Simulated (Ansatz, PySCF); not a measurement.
Species: sum formula AlOF₂H, charge 0, multiplicity 1. 
Coordinates optimised at B3LYP-D3(BJ)/def2-TZVP (Ansatz, a program for electronic structure):
```xyz
5

Al    -0.0065     0.0132    -0.0079
F     -1.3902    -0.8427    -0.2376
F      0.0720     1.5441    -0.5861
O      1.3237    -0.6222     0.7943
H      1.3595    -1.5063     1.1617
```

Dipole moments at this geometry, in debye (magnitudes).

```
level                    program  dipole (D)
-----------------------  -------  ----------
SVWN5/def2-TZVPD          Ansatz        1.97
PBE/def2-TZVPD            Ansatz        1.91
BLYP/def2-TZVPD           Ansatz        1.91
revPBE/def2-TZVPD         Ansatz        1.89
B97M-V/def2-TZVPD         Ansatz        1.91
B3LYP/def2-TZVPD           PySCF        1.96
PBE0/def2-TZVPD           Ansatz        1.96
r2SCANh/def2-TZVPD        Ansatz        1.95
M06-2X/def2-TZVPD          PySCF        1.99
CAM-B3LYP/def2-TZVPD      Ansatz        1.98
LC-wPBE/def2-TZVPD        Ansatz        1.97
wB97X-V/def2-TZVPD        Ansatz        1.95
CCSD(T)/aug-cc-pV(D+d)Z   Ansatz        1.95
```
